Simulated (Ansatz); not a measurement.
```yaml
crystal:
  periodic: [false, false, false]
  atoms:
    - {symbol: C, position_ang: [-1.200919, -1.597715, 0.172321]}
    - {symbol: O, position_ang: [-0.931438, -0.404405, -0.520893]}
    - {symbol: Mo, position_ang: [0.015148, 1.131272, -0.105604]}
    - {symbol: N, position_ang: [1.888007, 0.874706, -0.436474]}
    - {symbol: O, position_ang: [-0.532832, 2.378371, -1.077190]}
    - {symbol: S, position_ang: [-0.242779, 1.532019, 1.960174]}
    - {symbol: H, position_ang: [-0.319163, -2.245969, 0.173332]}
    - {symbol: H, position_ang: [-1.487837, -1.384632, 1.206733]}
    - {symbol: H, position_ang: [-2.019327, -2.114620, -0.334136]}
    - {symbol: H, position_ang: [2.553074, 0.562671, 0.254722]}
    - {symbol: H, position_ang: [2.343266, 1.211102, -1.272384]}
basis:
  gaussian: {orbitals: def2-TZVP, nuclear_model: gaussian}
magnetization: {spin_polarized: true, initial_magnetization: 0}
hamiltonian: {xc: {name: PBE}}
```

```sh
$ ansatz run in.yaml --threads 4 --pin off --events-out ev --progress --plain --max-ram 11315MiB
```

It prints (some lines left out):

```
Functional definition: PBE
1426 factors; their error is unknown
mean field evaluation 1: about -19366.7103 eV, gradient 8.1e1 eV
mean field evaluation 2: about -19113.9882 eV, gradient 2.3e2 eV
mean field evaluation 4: about -19374.7252 eV, gradient 6.1e1 eV
mean field evaluation 8: about -19390.6391 eV, gradient 6.5e0 eV
mean field evaluation 16: about -19390.7717 eV, gradient 4.3e-3 eV
mean field -19390.77174197 eV, -712.5977179801 hartree, gradient 3.0e-5 eV, S^2 0.000000; 0 other end points of the search recorded, 0 dependent functions left out
reference -19390.77181062 eV, -712.5977205032 hartree; 32, 32 occupied and 199, 199 virtual orbitals, 1426 factors
Total energy: -19390.77181062 eV, -712.5977205032 hartree
```

Run time 2.5 s (4 threads of an Intel Xeon 6975P-C on a shared host); peak host memory 0.58 GiB.
